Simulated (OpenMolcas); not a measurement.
**What dynamic correlation does to the levels of neutral lutetium**

| Property | Result |
| --- | --- |
| Program | OpenMolcas |
| Basis | ANO-RCC-VQZP [9s8p6d4f3g2h] |
| Scalar Hamiltonian | DKH2, point nucleus |
| Active space | 3 electrons in 11 orbitals (5d 6s 6d) |
| State averaging | 2S+1 = 2 even, 5 roots; 2S+1 = 4 even, 7 roots kept (CI in the orbitals of an earlier block) |
| Spin-orbit coupling | state interaction with AMFI integrals over the reference wave functions, term energies averaged over their components |

Methods on the same reference wave functions:
A. CASSCF
B. SS-CASPT2, IPEA 0.25 Eh, imaginary shift 0.1 Eh (closed shells correlated: 5s 5p)

Energies in cm-1 above 5d 6s2 2D 3/2, the measured ground level; measured values from NIST Handbook of Basic Atomic Spectroscopic Data.

| Level | A | B | Measured |
| --- | --- | --- | --- |
| 5d 6s2 2D 3/2 | 0.0 | 0.0 | 0.0 |
| 5d 6s2 2D 5/2 | 2267 | 2270 | 1994 |
| 5d2 6s 4F 3/2 | 16511 | 17990 | 18851 |

Deviations, from unrounded energies. A percentage is the sum of absolute deviations over the sum of measured energies, with the sign that they share, or ± where signs differ.

```csv
Against measurement,Levels,A,B
mean absolute deviation (cm-1),2,1300,570
fine structure of the ground term (%),1,+13.7,+13.7
other configurations (%),1,-12.4,-4.6
```

B lies closest to measurement on these levels. The largest miss of B in the table is 5d2 6s 4F 3/2, by -860 cm-1. The ranking rests on the paired levels alone, and a cruder setting can come out closer through cancelling errors.

The lowest spin-free term lies below A's lowest term by 0.247 hartree in B.

Term energies are means over components that CASPT2 splits; among the terms shown or strongly mixed into the levels shown the widest spread is 420 cm-1 (5d2 6s 4F, B). Terms from blocks run as CI alone lack orbitals of their own. Active for correlation alone: 6d; no level in the range computed is led by a configuration that fills it, so any true level of that kind is missing. Without dynamic correlation excited terms often stand tens of per cent too high (terms of higher spin than the ground term too low), and those without a measured partner can miss by more than the paired ones (holds for A). Measured partners are found by configuration, term and J. A level has none where our copy of the source lacks it or the pairing is in doubt (some pairs that miss far off the trend of their configuration count as doubtful), and it then counts in no deviation. Levels of configurations outside the active space are missing. The table leaves out levels that lie high or whose names do not pair safely across all columns.
